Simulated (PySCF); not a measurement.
## Polarisability and C₆ of Ne (neon, neutral)

[Ne], closed-shell 1S. All numbers are calculated (PySCF 2.14, the spin-free X2C one-electron Hamiltonian (Gaussian nucleus), in aug-cc-pCVQZ-DK (9s8p6d4f2g, 109 functions)). Coupled (time-dependent) response in atomic units; α is the mean over directions.

| method | mean α (bohr³) | C₆ (like pair) | S(−4) |
| --- | --- | --- | --- |
| UHF | 2.332 | 5.480 | 1.877 |
| PBE | 2.887 | 7.118 | 3.516 |
| PBE0 | 2.691 | 6.534 | 2.849 |
| BP86 | 2.908 | 7.188 | 3.531 |
| wB97X-V | 2.753 | 6.728 | 3.039 |

S(−4) is the Cauchy moment in α(ω) = α(0) + S(−4) ω² + …

Reference α: 2.661 bohr³ (recommended; Schwerdtfeger and Nagle, table of static dipole polarizabilities (2023 update)). Published C₆: 6.200 (Chu and Dalgarno (2004); Tang, Norbeck and Certain (1976)).

α(iu) at PBE0:

```csv
u (hartree),α(iu) (bohr³)
0,2.691
0.0500,2.684
0.100,2.663
0.200,2.585
0.300,2.470
0.500,2.188
0.750,1.834
1.00,1.528
1.50,1.080
2.00,0.7934
3.00,0.4762
5.00,0.2250
```

A single London oscillator, α(iu) = α/(1 + u²/ω²), gives C₆ = (3/4) ω α². Matching the computed C₆ needs ω = 4 × 6.534 / (3 × 2.691²) = 1.20 hartree.
